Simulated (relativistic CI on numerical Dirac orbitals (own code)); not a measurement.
**Slater and spin-orbit integrals, Cl¹⁵⁺**

Calculated at this level of theory: Dirac-Coulomb-Breit CI, KLI orbitals optimised for each configuration, model QED (radiative potential, 1s self-energy scaled to tabulated hydrogen-like ionisation energies), unscaled Slater integrals (own radial code, finite nucleus).

Slater integrals F^k, G^k are unscaled and averaged over j, outside the closed core (none); ζ comes from projecting the Hamiltonian with its Breit term on Σ l·s of the shell.

- 1s.2s: G^0(1s,2s) = 76583 cm⁻¹; <r>(1s) = 0.08818, <r^2>(1s) = 0.0104, <r>(2s) = 0.3646, <r^2>(2s) = 0.1551 (bohr units).
- 1s.2p: G^1(1s,2p) = 170750, ζ(2p) = 16539 cm⁻¹; <r>(1s) = 0.0882, <r^2>(1s) = 0.01041, <r>(2p) = 0.3084, <r^2>(2p) = 0.1144 (bohr units).
- 1s.3s: G^0(1s,3s) = 20163 cm⁻¹; <r>(1s) = 0.08798, <r^2>(1s) = 0.01035, <r>(3s) = 0.8272, <r^2>(3s) = 0.7779 (bohr units).

Averages of the first 10 configurations, taken without configuration mixing, which lowers the lowest level and can move excited configurations by several eV; other configurations of the list can lie among them:

```
Configuration  Parity  States  Average energy above the lowest level (eV)
          1s2    even       1                                         0.0
        1s.2s    even       4                                      2760.4
        1s.2p     odd      12                                      2778.4
        1s.3s    even       4                                      3262.4
        1s.3p     odd      12                                      3267.5
        1s.3d    even      20                                      3269.6
        1s.4s    even       4                                      3436.1
        1s.4p     odd      12                                      3438.2
        1s.4d    even      20                                      3439.1
        1s.4f     odd      28                                      3439.2
```
